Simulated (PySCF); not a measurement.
Two-dimensional NMR puzzle

Compound of formula C₆H₁₀ClFSi. Correlations simulated from computed shifts and the bond graph:

HSQC (one-bond C–H):
```csv
δH,δC
5.87,117.9
5.02,86.0
4.48,61.4
2.95,37.8
2.21,37.8
2.01,33.4
```

COSY cross peaks (H two or three bonds apart, from the bond graph; peaks can be absent where the dihedral angle is near 90°):
```csv
δH,δH
5.87,4.61
5.87,4.24
5.02,4.61
5.02,4.48
5.02,4.24
4.61,4.24
4.48,2.95
4.48,2.21
2.95,2.21
```

HMBC (two and three bonds, from the bond graph):
```csv
δH,δC
5.87,"163.1, 86.0, 37.8, 33.4"
5.02,"117.9, 61.4, 37.8"
4.61,"163.1, 117.9, 86.0, 61.4"
4.48,"163.1, 86.0, 37.8"
4.24,"163.1, 117.9, 86.0, 61.4"
2.95,"163.1, 117.9, 86.0, 61.4, 33.4"
2.21,"163.1, 117.9, 86.0, 61.4, 33.4"
2.01,"163.1, 117.9, 37.8"
```

Carbons without hydrogens: δ 163.1.

- GFN2-xTB geometry
- shielding tensors at PBE0/pcSseg-1 (GIAO)
- code: PySCF 2.14.0 with density-fitted response routines
- in vacuum, one conformer, non-relativistic, one averaged value for each set of equivalent atoms

δ = σ(ref) − σ, references computed at the same level: 1H, 13C against TMS.

Exchangeable hydrogens are left out of these lists.

Question: Assemble the structure.

Answer: SMILES CC1=C[SiH2][C@@H](F)[C@H](Cl)C1.

Numbering as in the mapped SMILES `[CH3:1][C:2]1=[CH:3][SiH2:4][C@@H:5]([F:6])[C@H:7]([Cl:8])[CH2:9]1` (H(Xn): hydrogen on atom n). Ha(Si4), Ha(C9) are cis to F6 on the ring; Hb(Si4), Hb(C9) are trans to F6 on the ring.

- δC 163.1 is C2, a fully substituted alkene carbon.
- δC 117.9 is C3, an alkene CH (δH 5.87).
- δC 86.0 is C5, an sp3 CH bonded to F and Si (δH 5.02).
- δC 61.4 is C7, an sp3 CH bonded to Cl (δH 4.48).
- δC 37.8 is C9, an allylic sp3 CH2 (δH 2.95, 2.21).
- δC 33.4 is C1, an allylic methyl carbon (δH 2.01).
- HMBC from δH 5.87 reaches the proton-free carbon C2.
- HMBC from δH 4.61 reaches the proton-free carbon C2.
- HMBC from δH 4.48 reaches the proton-free carbon C2.
- HMBC from δH 4.24 reaches the proton-free carbon C2.
- COSY links 5.87–4.61, 5.87–4.24, 5.02–4.61, 5.02–4.48, 5.02–4.24, 4.61–4.24.

The data come from this structure; uniqueness wasn't tested.

Carbons that carry Cl, above all several Cl atoms, come out too deshielded, partly because spin–orbit coupling is missing. Shifts are as computed. Against solution values, carbons near 30 ppm lie about +3 ppm off and those near 130 ppm about +5 ppm; carbons on Cl a further +6 ppm. Of 1211 compounds with measured shifts, 218 miss one by over three times the rms of a fit or turn the order of signals round; such compounds aren't used in these exercises.
